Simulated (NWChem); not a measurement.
Species: AlSiH4O3Cl; SMILES [Al]([OH])([O][SiH2]Cl)[OH]

```xyz
10

Si    -0.2966    -1.4686    -0.8871
Cl     0.2639    -2.4956     0.8247
O      0.0298     0.1184    -0.6971
Al     0.0158     1.6562     0.0242
O     -1.4406     2.2324     0.6586
O      1.4076     2.6149     0.0830
H     -1.7509    -1.7058    -1.0854
H      0.5006    -2.0187    -2.0144
H     -1.5338     3.0906     1.0746
H      2.2717     2.3650    -0.2461
```
Atoms are numbered in this order, from 1.

Computed with NWChem. All runs use the structure optimised with PBE0/def2-SVP. Ions are spin-unrestricted doublets at the neutral geometry; other ion states weren't tried.

| level | vertical ionisation energy, ΔSCF (eV) | −ε(HOMO) (eV) | ΔSCF minus −ε(HOMO) (eV) |
|---|---|---|---|
| B3LYP/aug-cc-pVDZ | 10.56 | 8.45 | 2.11 |
| PBE/aug-cc-pVDZ | 9.90 | 7.29 | 2.61 |
| M06-2X/aug-cc-pVDZ | 11.14 | 9.94 | 1.20 |
